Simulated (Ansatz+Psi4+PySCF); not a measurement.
# doublet TiN: levels of theory in one basis

```xyz
2

Ti    0.0000    0.0000    0.0000
N     0.0000    0.0000    1.5820
```

Basis set: cc-pVTZ (spherical functions). Correlated methods keep 10 orbitals frozen. Correlation on ROHF uses semicanonical orbitals with singles. Charge 0, multiplicity 2.

Computed with Ansatz (development build ahead of 0.2.0) and Psi4 1.11; each method stands on the lowest determinant of its kind that the runs found.

```csv
method,E − E(ROHF) (eV),<S²> of the determinant
ROHF,0.00,0.75
UHF,-0.51,1.79
UHF-MP2,-7.85,1.79
```

(1) What does ROHF-MP2 give on the same scale?

Answers

(1) -10.79 eV.

Caution: other spin multiplicities were not run. Caution for UHF, UHF-MP2: the unrestricted determinant is a mixture of spin states. Caution for ROHF-MP2, UHF-MP2: large amplitudes, a single reference is doubtful. Caution for UHF-MP2: the determinant may break the point group; another reference gives a lower total.
